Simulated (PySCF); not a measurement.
HgMe2, C2H6Hg (singlet state).
Bonds: Hg1–C2, Hg1–C6. Hydrogens: H3, H4, H5 on C2; H7, H8, H9 on C6.

Computed by this run: PBE0-D3(BJ)/def2-SVP geometry optimisation, gas phase, def2 core potentials past Kr (PySCF 2.14.0); density fitting, grid level 1; the optimiser is geomeTRIC in internal coordinates, started from a GFN2-xTB structure with every atom displaced at random (about 0.03 Å).

Step 0: E = -6342.7607 eV
```
atom  x, y, z in Å  |  force x, y, z in eV/Å
Hg1     0.0666   -0.0667    0.0125   -0.473   0.323  -0.187
C2     -0.0207   -0.0296    2.3411    2.613   0.371  -0.955
H3     -0.5001    0.8961    2.7147    0.259  -0.105  -0.289
H4      1.1116   -0.1011    2.7237   -2.475   0.154  -0.728
H5     -0.5974   -0.8790    2.6857   -0.165  -0.570   0.107
C6     -0.0076    0.0316   -2.3548    2.096  -1.449   2.237
H7     -0.9888    0.0128   -2.7286   -1.864  -0.015  -0.402
H8      0.5595   -0.8510   -2.7473   -0.369   0.444   0.334
H9      0.5097    0.9175   -2.6726    0.378   0.848  -0.117
```

Question: Estimate the geometry and energy of step 1. (The exact step hangs on the optimiser's Hessian estimate; all steps are aligned on step 0, rigid shifts and turns removed.)

Answer: E = -6343.2741 eV, largest force 1.943 eV/Å
```
atom  x, y, z in Å  |  force x, y, z in eV/Å
Hg1     0.0556   -0.0519    0.0088   -0.366   0.243  -0.205
C2     -0.0047   -0.0297    2.2549    1.107   0.008  -1.125
H3     -0.4779    0.8963    2.6167    0.099  -0.008  -0.107
H4      1.0655   -0.0965    2.6180   -1.025   0.056  -0.213
H5     -0.5841   -0.8916    2.6001   -0.006  -0.171   0.059
C6      0.0039    0.0243   -2.2659    0.804  -0.563   1.676
H7     -1.0160    0.0044   -2.6355   -0.459   0.034  -0.067
H8      0.5631   -0.8534   -2.6403   -0.169   0.138   0.051
H9      0.5274    0.9287   -2.5825    0.016   0.261  -0.071
```

The energy changes by -0.5134 eV. The first-order estimate −F·Δx gives -0.6425 eV and the mean of the old and new forces, exact on a quadratic surface, -0.5075 eV. The step makes an angle of 66° with the force vector and moves no atom by more than 0.115 Å.

What follows is the cost of the whole optimisation. The run took 14 s on one thread of an Intel Xeon 6975P-C (shared host), and the process peaked at 0.36 GiB of memory.
